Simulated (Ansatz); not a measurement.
Stepwise reaction of `FB(Br)Br` with hydrogen, as a gas-phase model of exchange steps in deposition or etching. ΔE in kJ/mol; ΔG adds harmonic PBE0-D4 terms to CCSD(T)/CBS, at 1 bar.

Isolated molecules relaxed with PBE0-D4/def2-TZVP in Ansatz; ΔE leaves out vibrations. CCSD(T)/CBS is the MP2 limit (def2-TZVPP, def2-QZVPP) plus CCSD(T) − MP2 in def2-TZVPP, frozen cores. This one scheme is used for every species. Functionals use def2-TZVPP. B3LYP here is the variant with VWN-RPA as its local correlation; programs differ in this. For Br outer-core shells are correlated without core-valence functions, which leaves a few kJ/mol of doubt a bond. Scalar relativity is left out up to krypton.

```csv
step,reaction,PBE-D4,B3LYP-D4,ωB97M-V,CCSD(T)/CBS,ΔG(400 K)
1,`FB(Br)Br` + H₂ → `FBBr` + HBr,52.0,44.0,45.0,46.6,41.3
```

**Question.** Give the row of step 2, `FBBr` + H₂ → `BF` + HBr. (An estimate is asked.)

**Answer.** Computed: 
```tsv
step	reaction	PBE-D4	B3LYP-D4	ωB97M-V	CCSD(T)/CBS	ΔG(400 K)
2	`FBBr` + H₂ → `BF` + HBr	74.8	65.5	66.8	68.1	67.3
```

**Question.** By hand: ΔE of the 2 steps together at CCSD(T)/CBS.

**Answer.** (46.6) + (68.1) = 114.7 kJ/mol, or 57.3 kJ/mol a step.

In ΔE each step is higher than the one before. All are uphill at CCSD(T)/CBS. ΔG lies between 41.3 and 67.3 kJ/mol a step. PBE-D4 differs from CCSD(T)/CBS by 5.4 to 6.7 kJ/mol a step. Isolated molecules leave out the surface, adducts and barriers. Largest T1 diagnostic: 0.013.
